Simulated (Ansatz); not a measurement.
Ansatz (a program for electronic structure) job for ScBr₃, SMILES [Br][Sc]([Br])[Br], B3LYP-D3(BJ)/def2-SVP. 

Ansatz 0.2 input:
```yaml
crystal:
  periodic: [false, false, false]
  atoms:
    - {symbol: Sc, position_ang: [0.00000000, 0.00000000, -0.00000000]}
    - {symbol: Br, position_ang: [-2.47645482, 0.00000000, 0.00000000]}
    - {symbol: Br, position_ang: [1.23822741, 2.14467279, 0.00000000]}
    - {symbol: Br, position_ang: [1.23822741, -2.14467279, 0.00000000]}
basis:
  gaussian:
    orbitals: def2-SVP
hamiltonian:
  xc: b3lyp
  dispersion: d3bj
relax: {f_tol: 0.002, max_steps: 200}
```

Program output:

```
WARN ansatz: RAYON_NUM_THREADS=2 ignored (pool sized by the plan → 2); use --threads N
Functional definition: B3LYP
integrals: 0.09 GiB planned
1377 factors; integrals over basis functions are off by at most 3.0e-4 eV
mean field: 1.41 GiB planned
mean field evaluation 1: about -230818.2500 eV, gradient 2.2e1 eV
mean field evaluation 2: about -230761.1108 eV, gradient 1.7e2 eV
mean field evaluation 4: about -230820.1087 eV, gradient 2.4e0 eV
mean field evaluation 8: about -230820.1242 eV, gradient 7.7e-2 eV
mean field evaluation 16: about -230820.1242 eV, gradient 7.9e-6 eV
mean field -230820.12423267 eV, -8482.4831100513 hartree, gradient 7.9e-6 eV, S^2 0.000000; 0 other end points of the search recorded, 0 dependent functions left out
the calculation of the forces begins
reference -230820.12457466 eV, -8482.4831226191 hartree; 63, 63 occupied and 64, 64 virtual orbitals, 1377 factors
relax step   1: F+E_penalty+E_count = -230820.42708238 eV  Δ(F+E_penalty+E_count) = +0.000e0 eV  max|allowed force component| = 6.186e-1 eV/Å  Δτ_max = 0.0000 Å  (29 SCF iters, accepted)
these checks for a lower state are left out or cut short: starts, cluster_reference, orbital_swaps, neighbouring_geometries, increment
integrals: 0.09 GiB planned
1377 factors; integrals over basis functions are off by at most 3.9e-4 eV
mean field: 1.41 GiB planned
mean field -230820.12632766 eV, -8482.4831870406 hartree, gradient 1.2e-5 eV, S^2 0.000000; 0 other end points of the search recorded, 0 dependent functions left out
the calculation of the forces begins
reference -230820.12666688 eV, -8482.4831995067 hartree; 63, 63 occupied and 64, 64 virtual orbitals, 1377 factors
relax step   2: F+E_penalty+E_count = -230820.44519563 eV  Δ(F+E_penalty+E_count) = -1.811e-2 eV  max|allowed force component| = 5.490e-1 eV/Å  Δτ_max = 0.0899 Å  (31 SCF iters, accepted)
these checks for a lower state are left out or cut short: starts, cluster_reference, orbital_swaps, neighbouring_geometries, increment
integrals: 0.09 GiB planned
1377 factors; integrals over basis functions are off by at most 3.5e-4 eV
mean field: 1.41 GiB planned
mean field -230820.16380822 eV, -8482.4845644256 hartree, gradient 6.4e-5 eV, S^2 0.000000; 0 other end points of the search recorded, 0 dependent functions left out
the calculation of the forces begins
reference -230820.16414842 eV, -8482.4845769278 hartree; 63, 63 occupied and 64, 64 virtual orbitals, 1377 factors
relax step   3: F+E_penalty+E_count = -230820.47608791 eV  Δ(F+E_penalty+E_count) = -3.089e-2 eV  max|allowed force component| = 3.140e-2 eV/Å  Δτ_max = 0.0362 Å  (28 SCF iters, accepted)
these checks for a lower state are left out or cut short: starts, cluster_reference, orbital_swaps, neighbouring_geometries, increment
integrals: 0.09 GiB planned
1377 factors; integrals over basis functions are off by at most 3.5e-4 eV
mean field: 1.42 GiB planned
mean field evaluation 32: about -230820.1572 eV, gradient 2.2e-1 eV
mean field -230820.16438312 eV, -8482.4845855528 hartree, gradient 5.5e-5 eV, S^2 0.000000; 0 other end points of the search recorded, 0 dependent functions left out
the calculation of the forces begins
reference -230820.16472339 eV, -8482.4845980577 hartree; 63, 63 occupied and 64, 64 virtual orbitals, 1377 factors
relax step   4: F+E_penalty+E_count = -230820.47619925 eV  Δ(F+E_penalty+E_count) = -1.113e-4 eV  max|allowed force component| = 2.959e-3 eV/Å  Δτ_max = 0.0026 Å  (22 SCF iters, accepted)
these checks for a lower state are left out or cut short: starts, cluster_reference, orbital_swaps, neighbouring_geometries, increment
integrals: 0.09 GiB planned
1377 factors; integrals over basis functions are off by at most 3.5e-4 eV
mean field: 1.41 GiB planned
mean field -230820.16434437 eV, -8482.4845841288 hartree, gradient 6.2e-6 eV, S^2 0.000000; 0 other end points of the search recorded, 0 dependent functions left out
the calculation of the forces begins
reference -230820.16468464 eV, -8482.4845966336 hartree; 63, 63 occupied and 64, 64 virtual orbitals, 1377 factors
relax step   5: F+E_penalty+E_count = -230820.47620022 eV  Δ(F+E_penalty+E_count) = -9.713e-7 eV  max|allowed force component| = 1.066e-5 eV/Å  Δτ_max = 0.0002 Å  (20 SCF iters, accepted)
integrals: 0.09 GiB planned
1377 factors; integrals over basis functions are off by at most 3.5e-4 eV
mean field: 1.41 GiB planned
mean field -230820.16434437 eV, -8482.4845841288 hartree, gradient 6.2e-6 eV, S^2 0.000000; 1 other end points of the search recorded, 0 dependent functions left out
the calculation of the forces begins
reference -230820.16468464 eV, -8482.4845966336 hartree; 63, 63 occupied and 64, 64 virtual orbitals, 1377 factors
Total energy: -230820.47654049 eV, -8482.4960571247 hartree
Atom 0 at     0.000003    -0.000000    -0.000000 Å, force     0.000002    -0.000000    -0.000000 eV/Å
Atom 1 at    -2.425159     0.000000     0.000000 Å, force    -0.000011    -0.000000     0.000000 eV/Å
Atom 2 at     1.212578     2.100265     0.000000 Å, force     0.000005     0.000003     0.000000 eV/Å
Atom 3 at     1.212578    -2.100265     0.000000 Å, force     0.000005    -0.000003     0.000000 eV/Å
Dipole moment:    -0.000005    -0.000000    -0.000000 e Å
```

The run converged.

Cost: roughly 70 core-seconds.
